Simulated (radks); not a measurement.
Values are calculated unless marked as measured or tabulated.
Excited configurations of V+: one electron is placed in a higher orbital outside [Ar] 3d3. The ground configuration is [Ar] 3d4. Code: a radial shooting solver on a logarithmic mesh with Libxc functionals. Model: scalar-relativistic Kohn-Sham, SCAN, spin-polarised, spherical densities, finite nucleus; open shells are filled with parallel spins first; meta-GGA in the generalised Kohn-Sham scheme; Fermi nuclear charge, rms radius 3.6002 fm. Excitation = E - E(ground); binding = E(ion) - E, where the ion is the core of charge +2; n* = 2/sqrt(2 binding) in atomic units, and the quantum defect is n - n*.

\begin{tabular}{lrrrr}
outer orbital & excitation (eV) & binding (eV) & quantum defect & <r> (bohr) \\ \hline
4p & 5.434 & 10.358 & 1.708 & 3.659 \\
4d & 10.188 & 5.604 & 0.884 & 5.890 \\
5p & 10.715 & 5.077 & 1.726 & 7.873 \\
6p & 12.762 & 3.029 & 1.762 & 13.49 \\
6f & 14.177 & 1.614 & 0.194 & 23.15 \\
7d & 14.254 & 1.537 & 1.050 & 26.10 \\
7f & 14.594 & 1.197 & 0.258 & 32.51 \\
\end{tabular}

The Delta-SCF ionisation energy is 15.792 eV (NIST Atomic Spectra Database: 14.63 eV, measured). Self-interaction in the functional shifts the binding energies and quantum defects, so they are the method's values and not measured ones. Open shells are spherical and high-spin; term and fine-structure splittings are not resolved.
